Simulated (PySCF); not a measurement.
## [GaF4]-: core ionisation energies

GaF₄ (charge -1).
Z-matrix (Å and degrees, PBE0-D3(BJ)/def2-SVP geometry), rows numbered from 1:
```
F 
Ga  1  1.7832
F   2  1.7830  1  109.55
F   2  1.7836  1  109.49  3   120.15
F   2  1.7831  1  109.44  3  -119.99
```

Computed with delta-SCF UKS SCAN, pcX-2 on the ionised atom, pcseg-1 elsewhere, spin-free X2C in PySCF 2.14.0. These are vertical core ionisation energies against the vacuum level, from separate self-consistent calculations with and without the core hole.

Q: What binding energy does each computed site have?

A: 
```tsv
atom(s)	environment	level	binding energy (eV)	count
F1/F3/F4/F5	fluorine bonded to Ga	F 1s	686.12	4
```

Q: Which photon wavelength matches the F 1s of F1/F3/F4/F5 threshold?

A: λ = hc/E = 12398.42 eV Å / 686.12 eV = 18.070 Å.

Q: Give the binding energy of F 1s of F1/F3/F4/F5 in hartree and in kJ/mol.

A: 686.12 eV = 25.2144 Eh = 66201 kJ/mol.

The first atom of each set that the bonding makes equivalent was ionised and stands for the set. No level of gallium is listed. The species carries charge -1, so core ionisation leaves a neutral species. The basis sets have no added diffuse functions. Geometry: PBE0-D3(BJ)/def2-SVP; no solvent, vibrations or thermal averaging.
